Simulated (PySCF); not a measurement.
CH4NO, SMILES NC=[OH+], charge +1. Atoms are numbered in the order given.

```xyz
7

N     -0.1881     1.1185     0.0000
C      0.4329    -0.0274     0.0000
O     -0.1079    -1.2004     0.0000
H     -1.2062     1.2113     0.0000
H      0.3532     1.9845     0.0000
H      1.5273    -0.0400     0.0000
H     -1.0918    -1.2180     0.0000
```
Charge +1, spin multiplicity 1.

Geometry: PBE-D3(BJ)/def2-TZVP. The isomer is the one that the SMILES or the coordinates give; other isomers of the formula were not compared. The values are those of a single conformer.

The numbers are results of TDA-M06-2X/def2-SVPD (PySCF), not measurements.

Vertical excitations.  State labels are in the subgroup Cs.

```tsv
state	symmetry	energy (eV)	λ (nm)	f	main pairs
S1	A'	8.60	144	0.369	HOMO→LUMO 92 %
S2	A"	8.65	143	0.006	HOMO−1→LUMO 99 %
S3	A"	9.39	132	0.001	HOMO→LUMO+1 95 %
S4	A"	10.20	122	0.003	HOMO−3→LUMO 92 %
S5	A"	10.44	119	0.012	HOMO→LUMO+2 89 %
S6	A"	10.82	115	0.012	HOMO→LUMO+3 81 %
S7	A'	11.67	106	0.088	HOMO−1→LUMO+1 76 %
S8	A'	11.85	105	0.117	HOMO−2→LUMO 90 %
S9	A"	12.20	102	0.003	HOMO→LUMO+4 52 %, HOMO→LUMO+6 32 %
S10	A"	12.43	100	0.006	HOMO→LUMO+6 53 %, HOMO→LUMO+4 29 %
T1	A'	5.72	217	0	HOMO→LUMO 98 %
T2	A"	8.13	153	0	HOMO−1→LUMO 97 %
T3	A'	8.94	139	0	HOMO−2→LUMO 97 %
T4	A"	9.13	136	0	HOMO→LUMO+1 93 %
```
Triplets are in the Tamm–Dancoff approximation.
